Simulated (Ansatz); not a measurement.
**Question.** Predict a relaxed structure of GeH(OAc)3 (C6H10GeO6), charge 0, singlet, at PBE-D4/def2-SVP (Ansatz).

**Answer.** 
```
atom   x (Å)   y (Å)   z (Å)
 Ge1  -0.458   0.079  -0.454
  H2  -1.535   0.266  -1.516
  O3  -0.630   0.999   1.145
  C4  -0.777   2.303   0.861
  C5  -0.954   3.173   2.076
  O6  -0.766   2.699  -0.302
  H7  -1.015   4.233   1.777
  H8  -0.109   3.017   2.775
  H9  -1.876   2.875   2.613
 O10   1.285   0.540  -0.878
 C11   1.626  -0.113  -2.000
 C12   3.021   0.187  -2.477
 O13   0.834  -0.873  -2.552
 H14   3.252  -0.411  -3.375
 H15   3.749  -0.032  -1.671
 H16   3.110   1.268  -2.706
 O17  -0.164  -1.624   0.211
 C18  -1.337  -2.104   0.656
 C19  -1.252  -3.501   1.209
 O20  -2.359  -1.426   0.592
 H21  -2.232  -3.811   1.610
 H22  -0.478  -3.546   2.000
 H23  -0.933  -4.197   0.406
```
Point group C3 (tolerance 0.1 Å). This is one stationary point.
